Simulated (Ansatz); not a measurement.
System: ZrH₃ (charge 0, doublet). The spin state was set by rule; other spins were not relaxed. 
Geometry from a B3LYP-D3(BJ)/def2-TZVP (Ansatz, an electronic-structure program) optimisation:
```
Zr
H 1 1.8618
H 1 1.8618 2 117.20
H 1 1.8618 2 117.20 3 147.36
```
Charge 0, spin multiplicity 2.

Dipole moments at this geometry, in debye (magnitudes).

```csv
level,program,dipole (D)
SVWN5/def2-TZVPD,Ansatz,1.12
BLYP/def2-TZVPD,Ansatz,1.18
r2SCAN/def2-TZVPD,Ansatz,1.27
B97M-V/def2-TZVPD,Ansatz,?
B3LYP/def2-TZVPD,Ansatz,1.29
PBE0/def2-TZVPD,Ansatz,1.31
BHLYP/def2-TZVPD,Ansatz,1.45
r2SCAN0/def2-TZVPD,Ansatz,1.39
HSE06/def2-TZVPD,Ansatz,1.31
CAM-B3LYP/def2-TZVPD,Ansatz,1.37
LC-wPBE/def2-TZVPD,Ansatz,1.46
wB97M-V/def2-TZVPD,Ansatz,1.47
CCSD(T)/def2-SVPD,Ansatz,?
```

Some entries are withheld; supply them.


- B97M-V/def2-TZVPD, dipole (D): 1.32
- CCSD(T)/def2-SVPD, dipole (D): 1.36
